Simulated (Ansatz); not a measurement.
A structure relaxed at PBE0-D4/def2-SVP in Ansatz, charge 0, doublet:

```xyz
5

Cs    1.3186    2.2389   -0.8063
Cs   -2.6618    0.1651    0.5586
Cs    1.3376   -2.3716    0.2413
Br   -0.4497   -0.4765   -2.0170
Br    0.4553    0.4441    2.0234
```

(1) Give its formula.

(2) Summarise the bond lengths by kind (pairs closer than 1.2 times the sum of covalent radii, bridged metal pairs left out).

Results:

(1) the cluster Cs₃Br₂.

(2) 6 × Br–Cs 3.45 to 3.46 Å.

In the def2 sets Cs takes a core potential; there is no spin–orbit coupling. The relaxation made no stability test and no search for a lower SCF solution. The structure comes from a short search, and lower isomers may exist.
